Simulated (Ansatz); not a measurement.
`CB[CH](F)[AlH2]` + `[OH][AlH2]` → `[AlH2][O][AlH2]` + `CBCF`  (ligand exchange at the Al–C bond)

Calculated with Ansatz (gas phase, PBE0-D4/def2-TZVP geometries, no zero-point term in ΔE). CCSD(T)/CBS is the MP2 limit (def2-TZVPP, def2-QZVPP) plus CCSD(T) − MP2 in def2-TZVPP, frozen cores. This one scheme is used for every species. One conformer a species, not always the lowest.

```csv
level,ΔE (kJ/mol)
CCSD(T)/def2-TZVPP,-159.4
HF/CBS(def2),-228.3
```

(1) What does CCSD(T)/CBS give? (Estimate.)

Largest T1 diagnostic among the species: 0.013.

## Answers

(1) Computed: -156.6 kJ/mol. The listed levels differ from it by -2.8, -71.7 kJ/mol.

The D4 term adds +8.0 kJ/mol with B3LYP and +4.1 kJ/mol with PBE0; it sums over pairs of atoms, weighted by their polarisabilities, and B3LYP, whose exchange is more repulsive, gets the larger term. In def2-TZVPP, CCSD(T) changes the Hartree–Fock value by +67.7 kJ/mol (the triples alone add +11.6 kJ/mol) and MP2 by +67.0 kJ/mol. From PBE to PBE0 (25 % exact exchange), in def2-TZVPP and without D4, ΔE moves by −13.6 kJ/mol.

B3LYP here is the variant with VWN-RPA as its local correlation; programs differ in this.
